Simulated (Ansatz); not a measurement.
Two structures of BSiH$_{4}$SF, closed shell, reached by relaxing down either side of one saddle point (PBE0-D4/def2-TZVP). Energies are electronic, without zero-point energy. Program: Ansatz 0.2.0. Basis: def2-TZVPP and def2-QZVPP. Cores are frozen in the correlated methods. Extrapolation: Hartree–Fock as exp(−7.88 √X), correlation as X^−2.97. First:

```tsv
atom	x (Å)	y (Å)	z (Å)
B1	-0.7260	0.7099	0.2914
Si2	0.6337	-0.7949	0.3670
S3	-1.1596	1.6059	-1.2085
H4	-0.3290	0.9265	-2.0138
F5	-1.3595	1.0899	1.3963
H6	-0.0083	-2.0476	0.8508
H7	1.2089	-1.0441	-0.9830
H8	1.7397	-0.4455	1.2998
```

Second:

```xyz
8
angstrom
B -1.2879 1.8559 0.0449
Si 0.7467 -1.1337 0.0235
S -0.5397 2.3189 -1.3039
H -0.7056 -1.2018 -0.2838
F -1.8871 1.4977 1.1143
H 1.1863 -2.4376 0.5831
H 1.5086 -0.8308 -1.2114
H 0.9788 -0.0687 1.0334
```

**Question.** Which bonds change from the first to the second?

**Answer.** BSiH₄SF ([F][B]([SiH3])[SH]) → SiH₄ + BSF; bonds formed: Si2–H4; bonds broken: B1–Si2, S3–H4.

**Question.** Give the saddle point's structure and its height above each. (To be estimated.)

**Answer.** The calculation gives: 49.38 kcal/mol above the first and 37.83 kcal/mol above the second (CCSD(T) at an estimated basis limit (MP2 extrapolated from triple and quadruple zeta, plus CCSD(T) − MP2 in triple zeta)).
B1  (-0.855, 0.918, 0.071)
Si2  (0.662, -0.767, 0.152)
S3  (-1.260, 1.770, -1.350)
H4  (-0.179, 0.443, -0.977)
F5  (-1.205, 0.938, 1.351)
H6  (-0.152, -1.877, 0.702)
H7  (1.360, -1.193, -1.088)
H8  (1.629, -0.231, 1.139)
(Å)

The T1 diagnostic stays at or below 0.019.

Labels in which every atom is bracketed show which atoms are joined, not bond orders.

For scale, one of the runs: CCSD(T)/def2-TZVPP, 202 basis functions, launched by `ansatz run in.yaml --threads 4 --pin off --events-out ev --progress --plain --max-ram 9574MiB`. Hardware: 4 CPU threads of an Arm Neoverse V2, shared host. Wall time 34 s; peak host memory 2.4 GiB.
